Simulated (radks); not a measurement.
Results of a calculation; reference values are marked as such.
Task: Ionisation of the lanthanum ion La3+, [Xe], to [Kr] 4d10 5s2 5p5 as the strength of local exchange is varied. Level of theory: scalar-relativistic Kohn-Sham, Slater X-alpha exchange (alpha = 2/3 is LDA exchange), no correlation, spin-polarised, spherical densities, point nucleus (a radial shooting solver on a logarithmic mesh with Libxc functionals).

alpha  E(La3+) (hartree)  exchange (hartree)  IE (eV)  -e of the level emptied (eV)  <r> of it (bohr)
0.667         -8480.2530           -190.6692   49.209                   43.381 (5p)             1.762
0.692         -8487.4238           -197.9679   49.671                   43.840 (5p)             1.756
1.008         -8578.5396           -291.1704   55.699                   49.833 (5p)             1.688
1.043         -8588.6858           -301.6013   56.388                   50.519 (5p)             1.681
1.047         -8589.8460           -302.7948   56.467                   50.598 (5p)             1.680
?             -8519.3291           -230.5069   51.750                   45.903 (5p)             1.731

Which alpha was used in the last row?

Result: alpha = 0.803. NIST Atomic Spectra Database: 50.0 eV (semi-empirical). The Delta-SCF value meets it near alpha = 0.71. Open shells are spherical and high-spin; term and fine-structure splittings are not resolved. Spin-orbit splitting is averaged out at the scalar-relativistic level.
